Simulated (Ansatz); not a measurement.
System: LuF$_{3}$, charge 0, multiplicity 1. SMILES: [F][Lu]([F])[F]
Structure (B3LYP-D3(BJ)/def2-TZVP (Ansatz, an electronic-structure program) minimum search):
```
Lu
F 1 1.9710
F 1 1.9710 2 120.00
F 1 1.9710 2 120.00 3 -180.00
```

Parts of the frozen-core correlation energy in def2-TZVPP (Ansatz, hartree). Frozen orbitals: 23; correlated occupied orbitals by spin: 12 and 12; virtual: 163 and 163. No spin-orbit coupling. In def2 rows, elements after Kr have scalar-relativistic effective core potentials.

| term | value |
|---|---|
| reference (HF) | -1531.17256 |
| MP2 opposite-spin | -0.61018 |
| MP2 same-spin | -0.22164 |
| CCSD correlation | -0.82276 |
| (T) | -0.02310 |
| T1 diagnostic | 0.015 |
| largest doubles amplitude | 0.017 |
